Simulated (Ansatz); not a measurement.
One change: `CCCC(C)(C)C` becomes `CC(C)(C)C[Si](C)(F)F`.

Ansatz, PBE0-D4/def2-TZVP geometries, multiplicity 1. Each molecule was computed in one conformer, which needn't be the lowest.

```json
{"property": "HOMO energy (B3LYP/def2-TZVPP) / eV", "`CCCC(C)(C)C`": "-8.39"}
{"property": "HOMO energy (ωB97M-V/def2-TZVPP) / eV", "`CCCC(C)(C)C`": "-10.86"}
{"property": "HOMO–LUMO gap (PBE/def2-TZVPP) / eV", "`CCCC(C)(C)C`": "7.52"}
{"property": "size of the dipole moment (B3LYP/def2-TZVPP) / D", "`CCCC(C)(C)C`": "0.08"}
{"property": "HOMO–LUMO gap (B3LYP/def2-TZVPP) / eV", "`CCCC(C)(C)C`": "9.11"}
{"property": "HOMO–LUMO gap (PBE0/def2-TZVPP) / eV", "`CCCC(C)(C)C`": "9.62"}
```

Task: What does the change do to each property? (Best estimate.)

Result: Computed: 
```json
{"property": "HOMO energy (B3LYP/def2-TZVPP) / eV", "`CC(C)(C)C[Si](C)(F)F`": "-8.16", "shift": "0.23"}
{"property": "HOMO energy (ωB97M-V/def2-TZVPP) / eV", "`CC(C)(C)C[Si](C)(F)F`": "-10.59", "shift": "0.27"}
{"property": "HOMO–LUMO gap (PBE/def2-TZVPP) / eV", "`CC(C)(C)C[Si](C)(F)F`": "6.93", "shift": "-0.59"}
{"property": "size of the dipole moment (B3LYP/def2-TZVPP) / D", "`CC(C)(C)C[Si](C)(F)F`": "2.17", "shift": "2.09"}
{"property": "HOMO–LUMO gap (B3LYP/def2-TZVPP) / eV", "`CC(C)(C)C[Si](C)(F)F`": "8.57", "shift": "-0.54"}
{"property": "HOMO–LUMO gap (PBE0/def2-TZVPP) / eV", "`CC(C)(C)C[Si](C)(F)F`": "9.08", "shift": "-0.54"}
```

With PBE0 the HOMO rises by 0.22 eV and the LUMO falls by 0.32 eV, so the gap narrows by about 0.54 eV. PBE moves the HOMO by 0.25 eV and ωB97M-V by 0.27 eV. Dipoles are sizes alone; their direction can turn.

B3LYP here is the variant with VWN-RPA as its local correlation; programs differ in this.
